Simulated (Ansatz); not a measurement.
A run on C6H18BP, SMILES `C[B-](C)(C)[P+](C)(C)C` with other settings.

```yaml
crystal:
  periodic: [false, false, false]
  atoms:
    - {symbol: C, position_ang: [-0.507313, -1.652627, -0.948911]}
    - {symbol: B, position_ang: [-0.335676, -1.113924, 0.338316]}
    - {symbol: C, position_ang: [0.989639, -1.646972, 1.105192]}
    - {symbol: C, position_ang: [-1.738730, -0.914995, 1.305274]}
    - {symbol: P, position_ang: [0.211492, 0.997874, -0.158678]}
    - {symbol: C, position_ang: [-0.882966, 1.735271, -1.204057]}
    - {symbol: C, position_ang: [0.760612, 1.853203, 1.424255]}
    - {symbol: C, position_ang: [1.733927, 0.796919, -1.026554]}
    - {symbol: H, position_ang: [-1.611796, -0.993333, -1.837801]}
    - {symbol: H, position_ang: [0.325402, -2.055090, -1.852663]}
    - {symbol: H, position_ang: [-0.803059, -2.705271, -0.833480]}
    - {symbol: H, position_ang: [0.371065, -2.872085, 1.252342]}
    - {symbol: H, position_ang: [1.343801, -0.879091, 2.119256]}
    - {symbol: H, position_ang: [1.787036, -1.621617, 0.349871]}
    - {symbol: H, position_ang: [-2.243157, -1.837359, 1.552250]}
    - {symbol: H, position_ang: [-2.381857, -0.317705, 0.939843]}
    - {symbol: H, position_ang: [-1.491997, -0.118841, 2.370532]}
    - {symbol: H, position_ang: [-1.745747, 1.777123, -0.314455]}
    - {symbol: H, position_ang: [-0.436572, 2.647182, -1.604277]}
    - {symbol: H, position_ang: [-1.128171, 1.210608, -2.075419]}
    - {symbol: H, position_ang: [1.364035, 1.174406, 1.715649]}
    - {symbol: H, position_ang: [0.844455, 2.701530, 0.924518]}
    - {symbol: H, position_ang: [-0.142440, 1.976800, 1.856985]}
    - {symbol: H, position_ang: [1.817319, 1.896213, -1.334473]}
    - {symbol: H, position_ang: [2.206537, 0.336878, -1.012303]}
    - {symbol: H, position_ang: [1.608577, 0.644989, -1.977906]}
basis:
  gaussian: {orbitals: STO-3G}
hamiltonian: {xc: {name: LC-wPBE}}
output: {forces: true}
```

```sh
$ ansatz run in.yaml --threads 4 --pin off --events-out ev --progress --plain --max-ram 46080MiB --backend cpu
```

It prints (some lines left out):

```
Functional definition: LC-wPBE
849 factors; integrals over basis functions are off by at most 8.1e-5 eV
424 factors; integrals over basis functions are off by at most 3.9e-6 eV
mean field evaluation 1: about -16260.6310 eV, gradient 1.9e1 eV
mean field evaluation 2: about -16262.1062 eV, gradient 7.3e0 eV
mean field evaluation 4: about -16262.2952 eV, gradient 5.0e-1 eV
mean field evaluation 8: about -16261.9833 eV, gradient 3.5e-2 eV
mean field -16261.98327966 eV, -597.6168627595 hartree, gradient 3.3e-5 eV, S^2 0.000000; 0 other end points of the search recorded, 0 dependent functions left out
reference -16261.98327967 eV, -597.6168627597 hartree; 37, 37 occupied and 25, 25 virtual orbitals, 849 factors
Total energy: -16261.98327967 eV, -597.6168627597 hartree
Atom 0 at    -0.507313    -1.652627    -0.948911 Å, force    -3.353825    -4.017153   -14.544914 eV/Å
Atom 1 at    -0.335676    -1.113924     0.338316 Å, force     0.657080     6.630218     7.383514 eV/Å
Atom 2 at     0.989639    -1.646972     1.105192 Å, force    -3.065254    -0.789300     2.824661 eV/Å
Atom 3 at    -1.738730    -0.914995     1.305274 Å, force     8.637798    -0.597824     6.265834 eV/Å
Atom 4 at     0.211492     0.997874    -0.158678 Å, force     2.572809    -9.520765     4.734269 eV/Å
Atom 5 at    -0.882966     1.735271    -1.204057 Å, force    -3.413400     4.162231     2.923068 eV/Å
Atom 6 at     0.760612     1.853203     1.424255 Å, force    -6.376973     0.762209    -6.703002 eV/Å
Atom 7 at     1.733927     0.796919    -1.026554 Å, force   -49.047644    52.269873    -2.341143 eV/Å
Atom 8 at    -1.611796    -0.993333    -1.837801 Å, force     4.648876    -3.064638     3.927638 eV/Å
Atom 9 at     0.325402    -2.055090    -1.852663 Å, force    -2.042326     3.078691     3.578527 eV/Å
Atom 10 at    -0.803059    -2.705271    -0.833480 Å, force    -1.494999    -0.043243     0.384287 eV/Å
Atom 11 at     0.371065    -2.872085     1.252342 Å, force     4.056318     4.801341     0.453471 eV/Å
Atom 12 at     1.343801    -0.879091     2.119256 Å, force    -1.551639    -4.142263    -3.697026 eV/Å
Atom 13 at     1.787036    -1.621617     0.349871 Å, force     0.413681    -0.890729     0.594453 eV/Å
Atom 14 at    -2.243157    -1.837359     1.552250 Å, force     0.019176    -0.502166     0.728755 eV/Å
Atom 15 at    -2.381857    -0.317705     0.939843 Å, force    -6.221932     5.047583    -4.550424 eV/Å
Atom 16 at    -1.491997    -0.118841     2.370532 Å, force    -0.598144    -4.314004    -3.875290 eV/Å
Atom 17 at    -1.745747     1.777123    -0.314455 Å, force     1.662675     1.031979    -4.317345 eV/Å
Atom 18 at    -0.436572     2.647182    -1.604277 Å, force    -1.028550     1.107725     0.440831 eV/Å
Atom 19 at    -1.128171     1.210608    -2.075419 Å, force    -0.980014    -1.987578    -1.138782 eV/Å
Atom 20 at     1.364035     1.174406     1.715649 Å, force     6.117530    -4.496867     3.549572 eV/Å
Atom 21 at     0.844455     2.701530     0.924518 Å, force     3.370687     5.824515    -0.945805 eV/Å
Atom 22 at    -0.142440     1.976800     1.856985 Å, force    -3.309074    -0.140776     3.382286 eV/Å
Atom 23 at     1.817319     1.896213    -1.334473 Å, force     2.934390    -1.444393     1.998570 eV/Å
Atom 24 at     2.206537     0.336878    -1.012303 Å, force    51.078860   -46.601744     6.325313 eV/Å
Atom 25 at     1.608577     0.644989    -1.977906 Å, force    -3.686108    -2.162919    -7.381317 eV/Å
Dipole moment:     0.143569     1.076925    -0.464453 e Å
```

Run time 2.3 s (4 threads of an AMD EPYC 7R13 on a shared host); peak host memory 0.2 GiB.
